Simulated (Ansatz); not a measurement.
`O[BH][AlH2]` + `[CH2]1[NH][AlH]1` → `[AlH2][N]1[CH2][AlH]1` + `BO` at 500 K and 1 bar (cleavage of the Al–B bond).

Gas-phase electronic energies from Ansatz, PBE0-D4/def2-TZVP geometries. CCSD(T)/CBS is the MP2 limit (def2-TZVPP, def2-QZVPP) plus CCSD(T) − MP2 in def2-TZVPP, frozen cores. This one scheme is used for every species. Each species was taken in one conformer, which may not be the lowest.

```json
{"species": "`O[BH][AlH2]`", "CCSD(T)/CBS energy (Eh)": "-344.38728", "H − E (kJ/mol)": "139.8", "S (J/(mol·K))": "342.5"}
{"species": "`[CH2]1[NH][AlH]1`", "CCSD(T)/CBS energy (Eh)": "-337.12157", "H − E (kJ/mol)": "155.2", "S (J/(mol·K))": "310.9"}
{"species": "`[AlH2][N]1[CH2][AlH]1`", "CCSD(T)/CBS energy (Eh)": "-579.76217", "H − E (kJ/mol)": "178.6", "S (J/(mol·K))": "388.2"}
{"species": "`BO`", "CCSD(T)/CBS energy (Eh)": "-101.80414", "H − E (kJ/mol)": "113.6", "S (J/(mol·K))": "256.0"}
```

H − E and S are ideal-gas, rigid-rotor, harmonic terms from PBE0-D4/def2-TZVP, for one conformer and one mirror image of each species. 1 Eh = 2625.50 kJ/mol, R = 8.31446 J/(mol·K).

**Question.** By hand: ΔE, ΔH, ΔS and ΔG.

**Answer.** ΔE = (-579.76217) + (-101.80414) − (-344.38728) − (-337.12157) = -0.05746 Eh = -150.9 kJ/mol. Δ(H − E) = 178.6 + 113.6 − 139.8 − 155.2 = -2.8, so ΔH = -153.7 kJ/mol. ΔS = 388.2 + 256.0 − 342.5 − 310.9 = -9.2 J/(mol·K). ΔG = -153.7 − 500 × (-9.2)/1000 = -149.1 kJ/mol.

**Question.** By hand: the equilibrium constant, and the temperature at which ΔG would vanish if ΔH and ΔS stayed fixed.

**Answer.** log₁₀ K = −ΔG/(RT ln 10) = 15.6. ΔG = 0 at ΔH/ΔS = 16707 K, far beyond where these terms or the molecules hold.

The number of gas molecules stays the same, so ΔS is small and ΔH decides. A doubt of 5 kJ/mol in ΔE shifts log₁₀ K by 0.5 here. Other conformers and mirror images would add mixing entropy, several J/(mol·K) or more a flexible species. These are equilibria of isolated gas molecules and say nothing of rates. Largest T1 diagnostic: 0.015 (customary marks: 0.02 for closed shells, 0.045 for open ones).
